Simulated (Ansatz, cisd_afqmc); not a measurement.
System: InF₂, charge 1, singlet. InF2+ (SMILES [F][In+][F]).
B3LYP-D3(BJ)/def2-TZVP minimum from Ansatz (an electronic-structure program):
```
In
F 1 1.8552
F 1 1.8552 2 180.00
```
Charge +1, spin multiplicity 1.

Total energies in def2-SVP, 16 correlated electrons, 11 frozen orbitals. UHF or UKS for unpaired electrons; spin-orbit terms are left out. Correlated methods leave the cores frozen (noble-gas shells, and filled d and f shells in the p block). Past Kr the def2 sets carry scalar-relativistic core potentials. The Monte Carlo rows (phaseless AFQMC, CISD trial, step 0.005/hartree) carry one-sigma bars that omit the constraint's bias. Outlying blocks are dropped, and bars are widened where a walk drifts. Over all cases where full CI ran beside it in this data, AFQMC minus full CI had a median of +0.1 mEh and passed +0.4 mEh in a tenth of the cases. Spin-orbit terms, left out, reach several kcal/mol for Br and I, and more for heavier atoms. The spin of F2In+ ([F][In+][F], singlet) was assumed, and the state is the lowest solution found for it.

```
method         program         energy (Eh)  minus CCSDTQ (mEh)
----------  ----------  ------------------  ------------------
HF              Ansatz          -387.63357              437.41
MP2             Ansatz          -388.06320                7.78
CCSD            Ansatz          -388.06082               10.16
CCSD(T)         Ansatz          -388.06914                1.83
CCSDT(Q)        Ansatz          -388.07119               -0.22
CCSDTQ          Ansatz          -388.07097                0.00
AFQMC/CISD  cisd_afqmc  -388.0717 ± 0.0004          -0.8 ± 0.4
```

Rough core times of Ansatz's runs on a shared machine: CCSD(T) under 20 s, CCSDT(Q) 40 s, CCSDTQ 40 min.
